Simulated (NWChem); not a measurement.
**HFSi**

```xyz
3

Si    -0.4560     0.4037     0.0000
H      0.5537     1.5754     0.0000
F      0.6478    -0.8030     0.0000
```
Charge 0, spin multiplicity 1.

Everything below was run with NWChem. Structure: optimised with PBE0/def2-SVP, a minimum by its harmonic frequencies.

Symmetry labels belong to the abelian group Cs used in the runs, with the axes of the coordinates shown.

The structure started from a generated list of species.

Q: List the lowest 6 singlet excitations that CIS/aug-cc-pVDZ gives, with oscillator strengths.

A: 
| state | symmetry | energy (eV) | wavelength (nm) | f |
|---|---|---|---|---|
| 1 | a" | 3.29 | 377 | 0.050 |
| 2 | a' | 6.03 | 206 | 0.113 |
| 3 | a' | 6.77 | 183 | 0.238 |
| 4 | a' | 7.69 | 161 | 0.054 |
| 5 | a" | 7.82 | 158 | 0.020 |
| 6 | a' | 8.61 | 144 | 0.122 |
